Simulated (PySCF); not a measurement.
# Mn¹⁶⁺: fine-structure interval

Mn¹⁶⁺ [He] 2s2 2p5 [2p1/2^2 2p3/2^3, M_J = 3/2] → Mn¹⁶⁺ [He] 2s2 2p5 [2p1/2^1 2p3/2^4, M_J = 1/2], as a difference of total energies. Computed with PySCF 2.14 in an even-tempered Gaussian basis (18 s from 3.4 bohr⁻², ratio 2.4; 11 p from 4.4 bohr⁻², ratio 2.4; 5 d from 20 bohr⁻², ratio 2.6; 5 f from 30 bohr⁻², ratio 2.6), with the two-component X2C-1e Hamiltonian. Correlated levels: nothing frozen; the 30 highest virtual spinors dropped. "Screened" scales the spin-orbit matrix elements by Boettger's factors to mimic the two-electron term; Breit and QED terms are absent.

| method | fine-structure interval (cm⁻¹) |
| --- | --- |
| GHF (screened spin-orbit) | 88052 |
| GMP2 (screened spin-orbit) | 88816 |
| GHF (bare spin-orbit) | 95850 |
